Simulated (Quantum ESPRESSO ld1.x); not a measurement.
The run below uses ld1.x (Quantum ESPRESSO 7.5).

```
 &input
    atom='Ta',
    iswitch=1,
    rel=1,
    lsd=1,
    dft='PZ',
    config='[He] 2s2 2p1',
    verbosity='high',
    prefix='ld1',
    max_out_wfc=37,
    file_charge='ld1.rho',
 /
```

Command: `OMP_NUM_THREADS=1 ld1.x < ld1.in > ld1.out`

Output (excerpt):

```
     Program LD1 v.7.5 starts

     --------------------------- All-electron run ----------------------------

     scalar relativistic calculation

     atomic number is 73.00
     dft =PZ   lsd =1 sic =0 latt =0  beta=0.20 tr2=1.0E-14
     Exchange-correlation= PZ
                           (   1   1   0   0   0   0   0)
     mesh =2113 r(mesh) = 100.03704 a.u. xmin = -8.00 dx = 0.00800
     1 Ry =  13.60569312 eV, c = 137.03599908

     n l     nl                  e(Ry)          e(Ha)          e(eV)
     1 0     1S 1( 1.00)   -5526.848391320   -2763.424195660 -75196.6031496
     2 0     2S 1( 1.00)   -1349.891644958    -674.945822479 -18366.2114706
     2 1     2P 1( 1.00)   -1257.089595005    -628.544797503 -17103.5752578
     1 0     1S 2( 1.00)   -5525.089189098   -2762.544594549 -75172.6679840
     2 0     2S 2( 1.00)   -1346.981116043    -673.490558022 -18326.6117074
     2 1     2P 2( 0.00)   -1253.669490835    -626.834745418 -17057.0423700

     final scf error:  5.9E-15 reached in  12 iterations

     Etot =  -15484.037461 Ry,   -7742.018730 Ha, -210671.061993 eV
     Total magnetization:    1.00 Bohr mag.

     Ekin =   17979.663354 Ry,    8989.831677 Ha,  244625.782055 eV
     Encl =  -33849.088867 Ry,  -16924.544434 Ha, -460540.315619 eV
     Eh   =     523.951349 Ry,     261.975674 Ha,    7128.721261 eV
     Exc  =    -138.563296 Ry,     -69.281648 Ha,   -1885.249689 eV
```

Run on one thread of a shared host, so times are rough (Intel(R) Xeon(R) Processor @ 2.60GHz): 0.36 s of CPU time, 1.4 s wall, 12 iterations on 2113 mesh points.
